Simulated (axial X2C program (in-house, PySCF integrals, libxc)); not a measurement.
BeMo: from the spin-free to the two-component result

Computed with an in-house all-electron X2C program for linear molecules (integrals from PySCF). Spin-free means the one-electron spin-free X2C Hamiltonian; two-component (2c) means X2C with spin–orbit coupling and atomic mean-field two-electron Coulomb and Gaunt terms, so the difference of the two also holds small scalar two-electron terms. Basis: Mo dyall-cv3z [11s12p9d5f3g], Be dyall-cv3z [8s8p3d1f] (cores contracted in-house); Gaussian nuclei, density fitting, unrestricted open shells. Masses: Mo 97.905 u, Be 9.012 u.

Spin-free state: M_S = 3, Λ = 0 (beyond evenly filled blocks: 2 × σα, π+α, π-α, δ+α, δ-α); fragments Mo + Be.

```csv
level,Re (Å),ωe (cm⁻¹),De (eV),μ (D)
HF,2.807,196.1,0.168,-1.33
MP2,2.486,340.5,0.512,n/a
CCSD,2.528,308.0,0.443,n/a
CCSD(T),2.495,328.9,0.552,n/a
r2SCAN,2.451,372.4,0.990,-1.44
```

Correlated methods: 8 electrons correlated (number of frozen shells: Mo 4 s, 3 p, 1 d; Be 1 s), 272 virtual spin orbitals or spinors in MP2, 90 natural virtuals in coupled cluster.

Dipoles are positive if Be is the positive end.

Two-component determinant lowest at the distance of the search:

Ω = 3 (⟨Sz⟩ = 3.00, ⟨Lz⟩ = 0.00 at HF); fragments Mo + Be.

| level | Re (Å) | ωe (cm⁻¹) | De (eV) | μ (D) |
| --- | --- | --- | --- | --- |
| HF | 2.808 | 195.7 | 0.167 | -1.32 |
| MP2 | 2.487 | 339.9 | 0.511 | n/a |
| CCSD | 2.528 | 307.5 | 0.441 | n/a |
| CCSD(T) | 2.495 | 328.9 | 0.550 | n/a |
| r2SCAN | 2.451 | 372.0 | 0.989 | -1.44 |

From the two tables, how do the constants change at the CCSD(T) level (2c against spin-free)?

At the CCSD(T) level Re is unchanged within 0.001 Å and ωe doesn't move by more than 0.2 cm⁻¹; De changes by -0.002 eV.

The state is one determinant whose occupation by symmetry is held fixed; it was picked as the lowest of a PBE0 search that is not exhaustive. De is counted from the lowest determinant-based energies of the atoms at the same level, without counterpoise correction. Density functionals use the spin component along the axis (collinear). CCSD and (T) use frozen natural virtuals with an MP2 correction for the truncation; (T) itself is uncorrected, so its De runs slightly low. Other states lie close and PBE0, whose exact exchange favours high spin, may order them wrongly; the determinant shown need not be the ground state. The nearest other spin-free determinant of the search, M_S = 2, Λ = 0, lies 0.61 eV up at the distance of the search. With several unpaired electrons one determinant need not be a pure state. Open-shell Ω = 0 determinants with evenly filled partner blocks cannot be reached by this program, so the Ω shown need not be the lowest component. The determinant is spin-polarised beyond a pure state at some levels (its spin-free form has ⟨S²⟩ too high), which makes Re and μ there less reliable. With the outer-core shells frozen, correlated bond lengths of heavy atoms tend to come out a few hundredths of an ångström too long.
